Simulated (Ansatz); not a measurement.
Gas-phase electronic energies from Ansatz, PBE0-D4/def2-TZVP geometries. CBS: MP2 limit from def2 TZ/QZ plus the TZ coupled-cluster correction, frozen cores. This one scheme is used for every species. Elements past krypton have def2 core potentials. For Te outer-core shells are correlated without core-valence functions, which leaves a few kJ/mol of doubt a bond.

`[AlH2][BH]Cl` + H₂Te → `ClB[TeH]` + `[AlH3]`  (cleavage of the B–Al bond)

```json
{"species": "`[AlH2][BH]Cl`", "HF/def2-TZVPP energy (Eh)": "-727.87109"}
{"species": "H₂Te", "HF/def2-TZVPP energy (Eh)": "-268.15349"}
{"species": "`ClB[TeH]`", "HF/def2-TZVPP energy (Eh)": "-752.41306"}
{"species": "`[AlH3]`", "HF/def2-TZVPP energy (Eh)": "-243.64172"}
```

Work out ΔE.

ΔE = (-752.41306) + (-243.64172) − (-727.87109) − (-268.15349) = -0.03020 Eh = -0.82 eV. CCSD(T)/CBS gives -0.96 eV.

What do rigid-rotor, harmonic-oscillator terms from PBE0-D4/def2-TZVP frequencies (298.15 K, 1 bar) make of the CCSD(T)/CBS value? (An estimate is asked.)

Ansatz gave: ΔZPE = +0.03 eV, ΔH = -0.94 eV, ΔS = -24 J/(mol·K), ΔG = -0.87 eV.

Largest T1 diagnostic among the species: 0.014.

The D4 term adds −0.04 eV with B3LYP and −0.02 eV with PBE0; it sums over pairs of atoms, weighted by their polarisabilities, and B3LYP, whose exchange is more repulsive, gets the larger term. Leaving LDA and LC-ωPBE aside and taking each functional with its dispersion term where it has one, the values, not all of them listed here, spread over 0.16 eV, from B97M-V to ωB97X-V. LDA lies −0.05 eV from PBE without D4.

B3LYP here is the variant with VWN-RPA as its local correlation; programs differ in this.
